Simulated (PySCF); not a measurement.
Al(Cl)(F)(NHMe) (CH4AlClFN), SMILES [Cl][Al]([NH]C)[F].

Geometry optimised at PBE0-D3(BJ)/def2-SVP. The structure was generated by enumeration; whether it is a known compound was not checked. The values are those of a single conformer.

Level of theory: PBE0-D3(BJ)/def2-SVP (PySCF).

Frequencies are harmonic and unscaled.

```json
[
 {"mode": "1", "ν (cm⁻¹)": "101", "IR (km/mol)": "1.4", "Raman (Å⁴/amu)": "0.7", "depolarisation": "0.75", "moving atoms (share of kinetic energy)": "C 27 %, F 24 %, H 17 %, Cl 15 %, Al 14 %"},
 {"mode": "2", "ν (cm⁻¹)": "107", "IR (km/mol)": "0.6", "Raman (Å⁴/amu)": "0.0", "depolarisation": "–", "moving atoms (share of kinetic energy)": "H 31 %, N 28 %, C 21 %, Al 11 %, Cl 10 %"},
 {"mode": "3", "ν (cm⁻¹)": "160", "IR (km/mol)": "0.2", "Raman (Å⁴/amu)": "0.1", "depolarisation": "0.75", "moving atoms (share of kinetic energy)": "H 91 %"},
 {"mode": "4", "ν (cm⁻¹)": "186", "IR (km/mol)": "20.5", "Raman (Å⁴/amu)": "1.1", "depolarisation": "0.75", "moving atoms (share of kinetic energy)": "F 47 %, Cl 20 %, Al 11 %, C 10 %, N 9 %"},
 {"mode": "5", "ν (cm⁻¹)": "257", "IR (km/mol)": "56.1", "Raman (Å⁴/amu)": "1.7", "depolarisation": "0.75", "moving atoms (share of kinetic energy)": "Al 63 %, N 16 %, F 13 %"},
 {"mode": "6", "ν (cm⁻¹)": "305", "IR (km/mol)": "8.4", "Raman (Å⁴/amu)": "3.1", "depolarisation": "0.27", "moving atoms (share of kinetic energy)": "Cl 27 %, N 27 %, C 19 %, H 13 %, F 8 %"},
 {"mode": "7", "ν (cm⁻¹)": "516", "IR (km/mol)": "63.9", "Raman (Å⁴/amu)": "6.5", "depolarisation": "0.10", "moving atoms (share of kinetic energy)": "Cl 33 %, Al 24 %, N 20 %, F 18 %"},
 {"mode": "8", "ν (cm⁻¹)": "536", "IR (km/mol)": "98.3", "Raman (Å⁴/amu)": "2.6", "depolarisation": "0.75", "moving atoms (share of kinetic energy)": "H 87 %, N 12 %"},
 {"mode": "9", "ν (cm⁻¹)": "759", "IR (km/mol)": "96.1", "Raman (Å⁴/amu)": "7.4", "depolarisation": "0.12", "moving atoms (share of kinetic energy)": "Al 45 %, N 22 %, C 10 %, F 10 %, H 9 %"},
 {"mode": "10", "ν (cm⁻¹)": "912", "IR (km/mol)": "129.3", "Raman (Å⁴/amu)": "0.9", "depolarisation": "0.51", "moving atoms (share of kinetic energy)": "Al 48 %, F 41 %"},
 {"mode": "11", "ν (cm⁻¹)": "1082", "IR (km/mol)": "24.4", "Raman (Å⁴/amu)": "1.4", "depolarisation": "0.69", "moving atoms (share of kinetic energy)": "H 85 %, C 10 %"},
 {"mode": "12", "ν (cm⁻¹)": "1140", "IR (km/mol)": "0.0", "Raman (Å⁴/amu)": "0.4", "depolarisation": "0.75", "moving atoms (share of kinetic energy)": "H 76 %, C 19 %"},
 {"mode": "13", "ν (cm⁻¹)": "1181", "IR (km/mol)": "116.1", "Raman (Å⁴/amu)": "5.0", "depolarisation": "0.52", "moving atoms (share of kinetic energy)": "N 43 %, C 34 %, H 21 %"},
 {"mode": "14", "ν (cm⁻¹)": "1391", "IR (km/mol)": "61.0", "Raman (Å⁴/amu)": "4.9", "depolarisation": "0.09", "moving atoms (share of kinetic energy)": "H 63 %, N 25 %, C 11 %"},
 {"mode": "15", "ν (cm⁻¹)": "1452", "IR (km/mol)": "21.1", "Raman (Å⁴/amu)": "11.4", "depolarisation": "0.63", "moving atoms (share of kinetic energy)": "H 85 %, C 15 %"},
 {"mode": "16", "ν (cm⁻¹)": "1469", "IR (km/mol)": "3.3", "Raman (Å⁴/amu)": "18.9", "depolarisation": "0.75", "moving atoms (share of kinetic energy)": "H 97 %"},
 {"mode": "17", "ν (cm⁻¹)": "1496", "IR (km/mol)": "7.5", "Raman (Å⁴/amu)": "23.5", "depolarisation": "0.71", "moving atoms (share of kinetic energy)": "H 96 %"},
 {"mode": "18", "ν (cm⁻¹)": "3017", "IR (km/mol)": "84.8", "Raman (Å⁴/amu)": "195.2", "depolarisation": "0.04", "moving atoms (share of kinetic energy)": "H 97 %"},
 {"mode": "19", "ν (cm⁻¹)": "3085", "IR (km/mol)": "34.3", "Raman (Å⁴/amu)": "144.3", "depolarisation": "0.75", "moving atoms (share of kinetic energy)": "H 90 %, C 10 %"},
 {"mode": "20", "ν (cm⁻¹)": "3141", "IR (km/mol)": "13.6", "Raman (Å⁴/amu)": "62.6", "depolarisation": "0.74", "moving atoms (share of kinetic energy)": "H 91 %, C 9 %"},
 {"mode": "21", "ν (cm⁻¹)": "3626", "IR (km/mol)": "26.4", "Raman (Å⁴/amu)": "75.8", "depolarisation": "0.23", "moving atoms (share of kinetic energy)": "H 93 %"}
]
```
